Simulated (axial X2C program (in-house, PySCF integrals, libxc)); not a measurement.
**Photoelectron levels of GaTe⁻ by EOM-IP-CCSD**

Calculated with an in-house all-electron X2C program for linear molecules (integrals from PySCF): two-component X2C with atomic mean-field Coulomb and Gaunt terms, Gaussian nuclei, basis Te dyall-acv3z, Ga dyall-acv3z with contracted cores.

R = 2.485 Å (near the PBE0 minimum at charge -1 of the determinant lowest at the starting distance; the state shown can have its own minimum elsewhere).

Hartree–Fock spinors of GaTe⁻ (one of each Kramers pair; a window near the gap, which can cut inner shells):

| ω | occupied | ε (eV) | character |
| --- | --- | --- | --- |
| 1/2 | yes | -26.68 | 100% Ga d |
| 1/2 | yes | -15.15 | 67% Te s, 11% Ga p, 10% Ga s |
| 1/2 | yes | -7.58 | 47% Ga s, 37% Te p, 7% Te s |
| 1/2 | yes | -3.43 | 70% Te p, 15% Ga p, 6% Ga d |
| 3/2 | yes | -2.73 | 74% Te p, 14% Ga p, 8% Ga d |
| 1/2 | yes | -2.64 | 43% Te p, 36% Ga p, 13% Ga s |
| 1/2 | no | 2.84 | 97% Ga p |
| 1/2 | no | 2.84 | 97% Ga p |
| 3/2 | no | 2.85 | 97% Ga p |
| 1/2 | no | 3.44 | 85% Ga s, 10% Te p |
| 1/2 | no | 4.82 | 81% Te p, 9% Ga s, 6% Te d |
| 3/2 | no | 5.08 | 58% Te p, 22% Ga p, 10% Ga d |

Vertical detachment energies of GaTe⁻ to the states of GaTe:

```
Ω of GaTe  vertical detachment energy (eV)  above lowest (cm⁻¹)                   ionised spinor  one-hole weight
      1/2                            2.640                    0  32% Ga pσ, 31% Te pσ, 13% Ga sσ             0.94
      3/2                            2.722                  659   74% Te pπ, 14% Ga pπ, 8% Ga dπ             0.93
      1/2                            3.241                 4848    64% Te pπ, 9% Ga pπ, 6% Te pσ             0.92
      1/2                            6.507                31190   46% Ga sσ, 38% Te pσ, 7% Te sσ             0.74
```

(1) How far does the lowest EOM-IP-CCSD energy lie from the Koopmans value −ε of the highest filled spinor?

(2) What is the splitting of the first π pair in the table, and is it regular or inverted?

This point took 8 s on 1 thread of Arm Neoverse V1 (shared host).

Reference electrons by ω block (each with its −ω partner): 1/2: 27, 3/2: 12, 5/2: 3. 10 electrons of GaTe⁻ correlated (inner shells frozen), 94 natural virtual spinors (a truncated set); levels can be off by some tenths of an eV. Roots sought by Ω: (1/2: 4, 3/2: 3, 5/2: 1); rows need 60 % one-particle weight and stop where some Ω has no more roots. Missing are any skipped roots, higher Ω and states of a further excitation; these come out far too high here and may in truth be low or lowest. T1 of the reference 0.021 (Lee–Taylor). Number of frozen shells: Te 4 s, 3 p, 2 d; Ga 3 s, 2 p, 1 d.

## Answers

(1) 2.640 eV against 2.64 eV, a shift of 0.00 eV: relaxation of the final state lowers the energy and the loss of correlation raises it.

(2) E(3/2) − E(1/2) = 659 − 4848 = -4189 cm⁻¹ at EOM-IP-CCSD: inverted, Ω = 3/2 lower. Splittings at this level can be off by ten to twenty per cent.
